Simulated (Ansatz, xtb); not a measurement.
**CH6OSiTe: which of two isomers lies lower**

Structure a is `C[Te][SiH2]O`, a singlet and structure b is `C[Si@H](O)[TeH]`, a singlet. Both are isolated molecules in the gas phase, relaxed with PBE-D3(BJ)/def2-SVP; the shapes shown needn't be the lowest conformers.

a (Å):

```yaml
atoms:
  - { symbol: C, position_ang: [-0.8463, 0.6715, 2.4902] }
  - { symbol: O, position_ang: [-3.3936, -1.7471, 1.5036] }
  - { symbol: Si, position_ang: [-1.8391, -2.1941, 1.0242] }
  - { symbol: Te, position_ang: [-0.4491, -0.1692, 0.5032] }
  - { symbol: H, position_ang: [-0.6777, 1.7614, 2.4250] }
  - { symbol: H, position_ang: [-1.9005, 0.4629, 2.7459] }
  - { symbol: H, position_ang: [-0.1631, 0.2175, 3.2294] }
  - { symbol: H, position_ang: [-1.8018, -3.0394, -0.2236] }
  - { symbol: H, position_ang: [-1.3112, -2.9648, 2.1960] }
  - { symbol: H, position_ang: [-3.8232, -1.1316, 0.8812] }
```

b (Å):

```xyz
10

C    -3.4212    1.3228    0.4818
O    -2.0278   -0.2995   -1.5833
Si   -2.1710    1.2424   -0.9220
Te    0.0660    2.0985   -0.0730
H    -3.5580    2.3702    0.8182
H    -4.3990    0.9308    0.1331
H    -3.0945    0.7166    1.3506
H    -2.5768    2.1205   -2.0671
H    -1.3968   -0.8752   -1.1159
H    -0.3579    1.6752    1.4994
```

Question: Estimate E(b) − E(a) at the level CCSD(T)/def2-SVP + ΔMP2/def2-TZVPP.

Answer: Calculated at CCSD(T)/def2-SVP + ΔMP2/def2-TZVPP: E(b) − E(a) = −0.450 eV, so structure b lies lower.

How the difference moves with the method:

```
                             level             geometry  E(b) − E(a) (eV)  departure from the last row (eV)  job, with rough time for the two
                          GFN2-xTB             GFN2-xTB              −0.021                            +0.429              optimisation, 0.37 s
                         HF/STO-3G             GFN2-xTB              −0.364                            +0.086                 single point, 2 s
                r2SCAN-D4/def2-SVP             GFN2-xTB              −0.507                            −0.057                 single point, 6 s
               PBE-D3(BJ)/def2-SVP  PBE-D3(BJ)/def2-SVP              −0.470                            −0.019                optimisation, 81 s
                       HF/def2-SVP  PBE-D3(BJ)/def2-SVP              −0.526                            −0.075           part of the CCSD(T) run
                      MP2/def2-SVP  PBE-D3(BJ)/def2-SVP              −0.487                            −0.036           part of the CCSD(T) run
                  CCSD(T)/def2-SVP  PBE-D3(BJ)/def2-SVP              −0.482                            −0.032                      single point
CCSD(T)/def2-SVP + ΔMP2/def2-TZVPP  PBE-D3(BJ)/def2-SVP              −0.450                                                  single point, 66 s
```

As drawn, b has 1 C–Si, 1 Te–H in place of 1 C–Te, 1 Si–H.

GFN2-xTB finds them nearly level. The largest departure from CCSD(T)/def2-SVP + ΔMP2/def2-TZVPP is that of GFN2-xTB, 0.429 eV. The last row adds to CCSD(T) the change of the MP2 difference between the two basis sets, here +0.032 eV.

With harmonic frequencies from PBE-D3(BJ)/def2-SVP (ideal gas, rigid rotor, one conformer each, 200 K, 1 atm): on the last row, ΔE + ΔZPE = −0.504, ΔH = −0.498, ΔG = −0.505 eV.

The correlated steps freeze 11 core orbitals; the filled d shell of Te is correlated, in a basis made for valence electrons. Atoms past krypton carry core potentials in the def2 sets, other sets are all-electron and non-relativistic, and no spin–orbit term is included. Codes used: Ansatz 0.2.0, xtb 6.7.1; the last row on 2 threads of Intel(R) Xeon(R) Processor @ 2.50GHz (Skylake/Cascade Lake) on a shared host.
